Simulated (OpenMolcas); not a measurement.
## Exact exchange and the HOMO–LUMO gap of CH6GeSi

CH6GeSi has 9 atoms, charge 0, and is taken as a singlet. SMILES: `[CH2]1[SiH2][GeH2]1`. Geometry: relaxed at PBE0-D4/def2-TZVP.

The HOMO–LUMO gap y, in eV, basis cc-pVDZ; a is the functional's share of exact exchange. Programs: OpenMolcas 26.06.

| functional | program | a | y (eV) |
| --- | --- | --- | --- |
| r2SCAN | OpenMolcas | 0 | 5.08 |
| revPBE | OpenMolcas | 0 | 4.66 |
| B3LYP | OpenMolcas | 0.2 | 6.01 |
| PBE0 | OpenMolcas | 0.25 | ? |
| BHLYP | OpenMolcas | 0.5 | 8.20 |

Question: Fit y = c + s·a to the known rows and predict PBE0.

Answer: 
1. Means of the 4 rows: a = 0.1750, y = 5.987.
2. Σ(Δa)² = 0.1675, Σ(Δa·Δy) = 1.1107, so the slope is 1.1107/0.1675 = 6.631.
3. Intercept: 5.987 − (6.631) × 0.1750 = 4.827. The largest residual of the fit is 0.25.
4. PBE0: 4.827 + (6.631) × 0.25 = 6.48 eV.

The run gave 6.44 eV, so the prediction is off by +0.04 eV, within the largest residual. Exact exchange lowers occupied levels and raises empty ones. The rows mix families of semi-local functionals, which the line can't see.
